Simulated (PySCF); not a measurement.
Compounds:

A. SMILES CC(C)(C)CF
B. `[SiH3]N([SiH3])[C@]1([SiH3])C=CO[SiH2]1`
C. SMILES C=CP(NC)C(F)(F)F

Spectrum 1. 1H NMR (400 MHz, computed): δ 6.54 (d, 1H), 6.07 (d, 1H), 5.46 (m, 1H), 5.38 (m, 1H), 4.81 (s, 6H), 4.28 (s, 3H). 13C{1H} NMR (computed): δ 157.1 (CH), 115.7 (CH), 46.8 (C).

Spectrum 2. 1H NMR (400 MHz, computed): δ 4.37 (m, 2H), 0.97 (s, 9H). 13C{1H} NMR (computed): δ 95.4 (CH2), 35.1 (C), 26.9 (CH3).

Spectrum 3. 1H NMR (400 MHz, computed): δ 6.78 (m, 1H), 6.31 (m, 1H), 6.19 (m, 1H), 3.10 (m, 3H), 1.48 (br s, 1H). 13C{1H} NMR (computed): δ 145.2 (CH), 139.4 (C), 132.7 (CH2), 35.9 (CH3).

Rapidly exchanging positions averaged, no relativistic terms, gas phase, a single conformation. Shielding tensors at PBE0/pcSseg-1 (GIAO); GFN2-xTB geometry; PySCF 2.14.0 with density-fitted response routines.

References, each an isolated molecule treated in the same way: TMS for 1H (σref 31.72), 13C (σref 186.93). Splittings of carbon signals by F and P are missing where no couplings were computed. Where no couplings were computed, multiplicities follow the n + 1 count of equivalent neighbours, and m marks all less simple cases (inequivalent or close neighbours, rings, F or P nearby). Shifts are as computed. Against solution values, carbons near 30 ppm lie about +3 ppm off and those near 130 ppm about +5 ppm. Of 1211 compounds with measured shifts, 218 miss one by over three times the rms of a fit or turn the order of signals round; such compounds aren't used in these exercises. OH and NH positions are gas-phase values without hydrogen bonding to other molecules.

Question: Which spectrum belongs to which compound?

Answer: 1–B, 2–A, 3–C.

- Spectrum 1 (B): 3 13C signals; δC 157.1 is an alkene carbon bearing oxygen; δC 46.8 is an allylic fully substituted sp3 carbon bonded to N and 2 Si.
- Spectrum 2 (A): 3 13C signals; δC 95.4 is an sp3 CH2 bonded to F; δC 35.1 is a quaternary sp3 carbon.
- Spectrum 3 (C): 4 13C signals; δC 145.2 is an alkene CH; δC 139.4 is a CF3 carbon.
